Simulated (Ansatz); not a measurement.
Program: Ansatz 0.2.0.

Basis-set series for `C[O][Mo]([OH])([F])([F])([F])[F]`. The species carries charge 0 and has multiplicity 1. Mo takes the def2 core potential. All single points use the PBE0-D4/def2-TZVP geometry. It is one conformer, not always the lowest.

```tsv
functional	basis	functions	energy (Eh)	HOMO (eV)	LUMO (eV)
PBE0-D4	def2-SVP	149	-657.67260	-10.13	-4.15
PBE0-D4	def2-QZVPP	600	-658.45694	-10.12	-4.02
ωB97M-V	def2-SVP	149	-657.98593	-12.49	-2.07
ωB97M-V	def2-QZVPP	600	-658.78655	-12.49	-1.94
```

Q: Give the rows for def2-TZVPP. (Estimate.)

A: The calculation gave: 
```
functional       basis  functions  energy (Eh)  HOMO (eV)  LUMO (eV)
   PBE0-D4  def2-TZVPP        329   -658.42103     -10.13      -4.04
   ωB97M-V  def2-TZVPP        329   -658.75182     -12.49      -1.96
```
